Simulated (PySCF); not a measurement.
Compound: C2H8F3NSi2.
Cartesian coordinates in Å at the PBE0-D3(BJ)/def2-SVP level; atoms count from 1:
```xyz
16
C2H8F3NSi2 angstrom
F      3.710    0.271    0.600
C      2.487   -0.205    0.354
F      2.411   -0.481   -0.953
F      2.360   -1.361    1.014
C      1.421    0.787    0.771
N      0.084    0.317    0.563
Si    -0.796    0.433   -0.941
Si    -3.074    0.379   -0.387
H      1.607    1.033    1.830
H      1.599    1.708    0.193
H     -0.197   -0.401    1.223
H     -0.504   -0.633   -1.956
H     -0.406    1.743   -1.548
H     -3.927    0.275   -1.611
H     -3.456    1.607    0.375
H     -3.344   -0.812    0.480
```

The calculation used PBE0-D3(BJ)/def2-SVP geometry optimisation, gas phase in PySCF.

Masses are those of the commonest isotopes; rigid-rotor values at the optimised geometry. The values belong to one conformer with, in the numbering `[F:1][C:2]([F:3])([F:4])[CH2:5][NH:6][SiH2:7][SiH3:8]`, C2–C5–N6–Si7 -85°, C5–N6–Si7–Si8 -156°.

Problem. Give the principal moments of inertia and the rotational constants in cm⁻¹.

Solution. Ia = 133.22, Ib = 942.10, Ic = 963.18 u·Å²; 505379 MHz·u·Å²/I gives 3794, 536.4 and 524.7 MHz, that is A = 0.12654, B = 0.01789, C = 0.01750 cm⁻¹.

Problem. What kind of rotor is it?

Solution. A near-prolate asymmetric top: κ = (2 × 536.4 − 3794 − 524.7)/(3794 − 524.7) = -0.99.

Problem. Is it planar, by Δ = Ic − Ia − Ib?

Solution. Not planar: Δ = Ic − Ia − Ib = -112.13 u·Å². For a rigid frame Δ = −2 Σ m c², so Σ m c² = 56.06 u·Å² lies off the ab plane: 11.06 from hydrogen and 45.01 from heavier atoms. The atom farthest from that plane is 1.76 Å away.

Problem. Give the other two planar moments, Paa and Pbb, and the rms extents of the mass along the axes.

Solution. Paa = Σ m a² = (Ib + Ic − Ia)/2 = 886.03 and Pbb = Σ m b² = (Ia + Ic − Ib)/2 = 77.15 u·Å². With the mass M = 159.01 u, the rms extents √(P/M) along a, b and c are 2.36, 0.70, 0.59 Å.

Problem. List the rotational levels J(Ka,Kc) to J = 2 (cm⁻¹).

Solution. Above 0(0,0):
J = 1: 1(0,1) 0.0354, 1(1,1) 0.1440, 1(1,0) 0.1444
J = 2: 2(0,2) 0.1062, 2(1,2) 0.2144, 2(1,1) 0.2156, 2(2,1) 0.5416, 2(2,0) 0.5416

Problem. Which types of transition are allowed, and where do some lines up to J = 3 fall?

Solution. The dipole components are |μa| = 0.74 D, |μb| = 1.06 D, |μc| = 0.87 D. Intensities carry the squares of the components, which stand as 0.49 : 1.00 : 0.68 (a : b : c). Some lines, for components of 0.1 D or more:

```csv
type,branch,"J(Ka,Kc)",MHz,lower level (cm⁻¹)
a,R,"3(1,2) ← 2(1,1)",3201,0.216
c,Q,"3(1,3) ← 3(0,3)",3228,0.212
c,Q,"2(1,2) ← 2(0,2)",3246,0.106
b,Q,"1(1,0) ← 1(0,1)",3269,0.035
b,Q,"3(1,2) ← 3(0,3)",3298,0.212
b,R,"1(1,1) ← 0(0,0)",4318,0.000
b,R,"2(1,2) ← 1(0,1)",5368,0.035
c,R,"2(1,1) ← 1(0,1)",5403,0.035
b,R,"3(1,3) ← 2(0,2)",6411,0.106
c,R,"3(1,2) ← 2(0,2)",6482,0.106
b,Q,"3(2,1) ← 3(1,2)",9754,0.322
b,Q,"3(2,2) ← 3(1,3)",9825,0.320
b,R,"2(2,1) ← 1(1,0)",11906,0.144
c,R,"2(2,1) ← 1(1,1)",11917,0.144
b,R,"2(2,0) ← 1(1,1)",11917,0.144
c,R,"3(2,1) ← 2(1,1)",12955,0.216
b,R,"3(2,1) ← 2(1,2)",12990,0.214
c,Q,"3(3,1) ← 3(2,1)",16315,0.648
b,Q,"3(3,0) ← 3(2,1)",16315,0.648
b,R,"3(3,1) ← 2(2,0)",19499,0.542
c,R,"3(3,0) ← 2(2,0)",19499,0.542
c,R,"3(3,1) ← 2(2,1)",19499,0.542
```

Problem. Estimate the classical rotational partition function at 10 K, 100 K and 298.15 K.

Solution. Point group C1, symmetry number σ = 1; q = (√π/σ)·√((kT/h)³/(ABC)), k/h = 20836.6 MHz/K: 5160 at 10 K, 163000 at 100 K, 840000 at 298.15 K.

PBE0-D3(BJ)/def2-SVP frequencies: not computed here. Constants of a rigid frame at the computed geometry: no zero-point averaging, no centrifugal distortion. A rigid rotor knows nothing of inversion at nitrogen or internal rotation, which can split or shift real lines. Quadrupole hyperfine structure (14N) is left out.

Hardware: one thread, Arm Neoverse N1 (aarch64), shared host. Cost: 2.8 min of wall time, 0.64 GiB resident at most. That covers the optimisation of the geometry.
